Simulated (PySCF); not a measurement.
**Correlation energy of As (arsenic, neutral)**

[Ar] 3d10 4s2 4p3, high-spin 4S determinant. Computed with PySCF 2.14 in cc-pVDZ-DK (5s4p2d, 27 functions), with the spin-free X2C one-electron Hamiltonian (Gaussian nucleus). Frozen: [Ar] 3d10; 5 electrons correlated.

MP2 pair energies summed by pair of shells (mhartree):

```csv
pair,energy,share (%)
4s-4p,-34.76,64.2
4p-4p,-12.17,22.5
4s-4s,-7.21,13.3
```

Total MP2 correlation energy: -54.15 mhartree.

Same-spin part -14.71 and opposite-spin part -39.44 mhartree; SCS-MP2 scales them by 1/3 and 6/5 to -52.23 mhartree.

```json
{"level": "CCSD", "correlation energy (mhartree)": "-68.63"}
{"level": "(T)", "correlation energy (mhartree)": "-0.69"}
{"level": "CCSD(T)", "correlation energy (mhartree)": "-69.32"}
```

Diagnostics: T1 = 0.0025, D1 = 0.0071, largest double amplitude 0.056.

Cost of the coupled-cluster step: 0.08 s of wall time on 1 thread of Neoverse-V1 (shared host), for 5 correlated electrons.

Iterations:

```
CC2 = 0
CCSD nocc = (np.int64(4), np.int64(1)), nmo = (13, 13)
frozen orbitals [[0, 1, 2, 3, 4, 5, 6, 7, 8, 9, 10, 11, 12, 13], [0, 1, 2, 3, 4, 5, 6, 7, 8, 9, 10, 11, 12, 13]]
max_cycle = 100
direct = 0
conv_tol = 1e-08
conv_tol_normt = 1e-06
diis_space = 8
diis_start_cycle = 0
Init t2, MP2 energy = -0.0541460007367946
Init E_corr(UCCSD) = -0.054146000736832
cycle = 1  E_corr(UCCSD) = -0.0654581750863004  dE = -0.0113121743  norm(t1,t2) = 0.038461
cycle = 2  E_corr(UCCSD) = -0.0678376335427893  dE = -0.00237945846  norm(t1,t2) = 0.010128
cycle = 3  E_corr(UCCSD) = -0.068648628501087  dE = -0.000810994958  norm(t1,t2) = 0.00320031
cycle = 4  E_corr(UCCSD) = -0.0686341355712327  dE = 1.44929299e-05  norm(t1,t2) = 0.000296709
cycle = 5  E_corr(UCCSD) = -0.0686347644353739  dE = -6.28864141e-07  norm(t1,t2) = 3.23767e-05
cycle = 6  E_corr(UCCSD) = -0.0686344723936262  dE = 2.92041748e-07  norm(t1,t2) = 6.47688e-06
cycle = 7  E_corr(UCCSD) = -0.0686346619291998  dE = -1.89535574e-07  norm(t1,t2) = 1.29023e-06
cycle = 8  E_corr(UCCSD) = -0.068634589537416  dE = 7.23917837e-08  norm(t1,t2) = 2.01646e-07
cycle = 9  E_corr(UCCSD) = -0.0686345965273111  dE = -6.98989505e-09  norm(t1,t2) = 3.80877e-08
UCCSD converged
E(UCCSD) = -2258.985535639119  E_corr = -0.06863459652731108
UCCSD(T) correction = -0.000693800420928392
```
